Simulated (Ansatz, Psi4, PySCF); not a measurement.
Molecule: methoxymethyl(silyl)silane, C2H10OSi2 (charge 0, singlet). SMILES: COC[SiH2][SiH3]
Geometry: optimised at B3LYP-D3(BJ)/def2-TZVP (Ansatz, a quantum-chemistry and plane-wave program).

Quantity: vertical triplet-singlet gap, E(triplet) - E(singlet), in eV. Conventions: 6-31G* and kin with 6d, 5d where marked; dispersion terms only where a functional's name holds one; non-relativistic; valence correlation only; UHF or UKS for open shells; 6-311+G** with 5d, 6d on Na to Ar in Ansatz; each state is the SCF solution reached for its charge and spin; spin-orbit terms left out. Ab initio and DFT rows: single points at B3LYP-D3(BJ) geometries (Ansatz). Levels can end on unlike triplets.

```
level               program  vertical triplet-singlet gap, E(triplet) - E(singlet) (eV)
------------------  -------  ----------------------------------------------------------
HF/6-31G*            Ansatz                                                        6.89
HF/6-311+G**         Ansatz                                                        6.44
B3LYP/3-21G          Ansatz                                                        7.03
B3LYP/6-31G*         Ansatz                                                        6.56
B3LYP/6-311+G**      Ansatz                                                        6.34
M06-2X/6-31G* (5d)    PySCF                                                        6.74
wB97X-D/6-31G*         Psi4                                                        7.44
MP2/6-31G*           Ansatz                                                        7.05
MP2/6-311+G**        Ansatz                                                        7.32
PBE/def2-TZVPD       Ansatz                                                        5.63
```

No value to compare with is used here. The 9 habitual levels span 6.34 (B3LYP/6-311+G**) to 7.44 eV (wB97X-D/6-31G*); PBE/def2-TZVPD gives 5.63.

The levels are drawn from those run, B3LYP/6-31G* more often than the rest, none by its result; left out are runs that failed, that the program found above a lower state of the same kind, or whose <S^2> lies over 0.5 above the pure value.
